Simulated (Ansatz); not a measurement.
A nudged elastic band was laid between two geometries of C₂H₄Sn (7 atoms, charge 0, multiplicity 1).

Theory: RKS PBE/def2-SVPD in Ansatz.

```
movable images  : 7
climbing image  : yes
spring          : 5.0 eV/Å²
optimiser       : quadratic models (default)
start path      : through a guess of the saddle point
force threshold : 0.03 eV/Å
iteration limit : 60
end points      : relaxed
```

First end point:

```xyz
7
Properties=species:S:1:pos:R:3
C -0.905 -1.951 0.192
C -0.384 -0.843 0.078
Sn 0.509 1.053 -0.115
H -1.363 -2.925 0.292
H 0.182 1.636 -1.700
H -0.179 2.089 1.074
H 2.201 0.873 0.134
```

Last end point:

```xyz
7
Properties=species:S:1:pos:R:3
C -0.450 -2.393 0.281
C -0.250 -1.134 0.125
Sn 0.424 0.891 -0.101
H -1.428 -1.495 0.100
H 0.008 1.408 -1.685
H -0.364 1.837 1.097
H 2.121 0.817 0.137
```

(1) What changes between the two ends?

(2) What energy profile does the band end with?

(3) What is the geometry of the highest image?

## Answers

(1) No bond is made or broken.

(2) The run converged. The highest image is number 7 of 0 to 8, 179.0 kJ/mol above the first end and 0.4 kJ/mol above the last; the last end lies 178.6 kJ/mol above the first. The top lies less than 8 meV above the higher end, about what the thresholds resolve: that end is a shoulder or a very shallow well. A vibrational analysis at the climbing image gives no mode beyond 40i cm⁻¹: the surface is too flat there to confirm a saddle point.

```tsv
image	path coordinate (Å)	energy (kJ/mol)
0	0.00	0.0
1	0.33	2.0
2	0.65	8.5
3	0.98	23.2
4	1.31	61.5
5	1.64	120.3
6	1.96	172.1
7	2.29	179.0
8	3.21	178.6
```

(3) 
```xyz
7
Properties=species:S:1:pos:R:3
C -0.676 -2.269 0.637
C -0.334 -1.084 0.278
Sn 0.411 0.902 -0.057
H -1.087 -1.698 -0.494
H -0.172 1.388 -1.597
H -0.206 1.891 1.205
H 2.125 0.801 -0.017
```

Time of the run: 3.8 min on 2 threads of Intel(R) Xeon(R) Platinum 8488C (Sapphire Rapids), on a shared host, peak memory 0.15 GiB.
